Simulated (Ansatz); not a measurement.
Reactions of C7H14, SMILES `CC1CCC[C@H]1C`.

Computed with Ansatz on PBE0-D4/def2-TZVP structures; ΔE is electronic, products minus reactants. CCSD(T)/CBS adds triple-zeta CCSD(T) − MP2 to the extrapolated MP2 energy (def2 sets, frozen cores). This one scheme is used for every species, atoms too. For atomizations the MP2-based limit and the directly extrapolated one differ by several kJ/mol either way, and by 10 to 25 for some Ge, Se and Sn compounds, so smaller differences from it don't rank the levels. DFT in def2-TZVPP. No spin–orbit coupling; open shells (•) take unrestricted orbitals. Spin–orbit coupling would lower the free atoms: a little for C. Each species was taken in one conformer, which may not be the lowest.

```csv
reaction,CCSD(T)/CBS(def2) (kJ/mol)
`C[C@@H]1CCC[C@H]1C` → 7 C• + 14 H•,8600
`C[C@@H]1CCC[C@H]1C` → `C1CCCCCC1`,14
`C[C@@H]1CCC[C@H]1C` → `C=C(CC)C(C)C`,65
`C[C@@H]1CCC[C@H]1C` → `CC1CCCC1` + `[CH2]` (triplet),444
`C[C@@H]1CCC[C@H]1C` → `CC/C=C(\C)CC`,?
`C[C@@H]1CCC[C@H]1C` → `C[C@@H]1CC[C@H](C)C1`,2
`C[C@@H]1CCC[C@H]1C` → `C[C@@H]1CCC[C@@H]1C`,6
`C[C@@H]1CCC[C@H]1C` → `C=CCCCCC`,?
`C[C@@H]1CCC[C@H]1C` → `CC1(C)CCCC1`,-1
`C[C@@H]1CCC[C@H]1C` → `C[C@@H]1CC[C@@H](C)C1`,?
```

Task: Fill in the missing values. (An estimate is asked.)

Result: Ansatz gave: `C[C@@H]1CCC[C@H]1C` → `CC/C=C(\C)CC`: +63.0 kJ/mol; `C[C@@H]1CCC[C@H]1C` → `C=CCCCCC`: +80.4 kJ/mol; `C[C@@H]1CCC[C@H]1C` → `C[C@@H]1CC[C@@H](C)C1`: +2.8 kJ/mol.

Largest T1 diagnostic: 0.011, for `[CH2]` (triplet).
